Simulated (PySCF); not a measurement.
## Dipole response of Au (gold, neutral)

[Xe] 4f14 5d10 6s1, 2S determinant. All numbers are calculated (PySCF 2.14, scalar relativity by spin-free X2C-1e, in ANO-RCC-VTZP (8s7p5d3f1g, 84 functions)). Coupled (time-dependent) response in atomic units; α is the mean over directions. The basis has no added diffuse functions, which lowers α and C₆.

| method | mean α (bohr³) | C₆ (like pair) | S(−4) |
| --- | --- | --- | --- |
| BLYP | 30.98 | 272.2 | 399.1 |

S(−4) is the Cauchy moment in α(ω) = α(0) + S(−4) ω² + …

Reference α: 36 ± 3 bohr³ (recommended; Schwerdtfeger and Nagle, table of static dipole polarizabilities (2023 update)). Published C₆: 427.0 (Gould and Bucko (2016)).

α(iu) at BLYP:

```csv
u (hartree),α(iu) (bohr³)
0,30.98
0.0500,30.03
0.100,27.59
0.200,21.50
0.300,16.65
0.500,11.19
0.750,8.027
1.00,6.243
1.50,4.131
2.00,2.907
3.00,1.635
5.00,0.7160
```

A single London oscillator, α(iu) = α/(1 + u²/ω²), gives C₆ = (3/4) ω α². Matching the computed C₆ needs ω = 4 × 272.2 / (3 × 30.98²) = 0.378 hartree.

Spin-orbit coupling, which splits the p, d and f shells strongly at this Z, is absent.
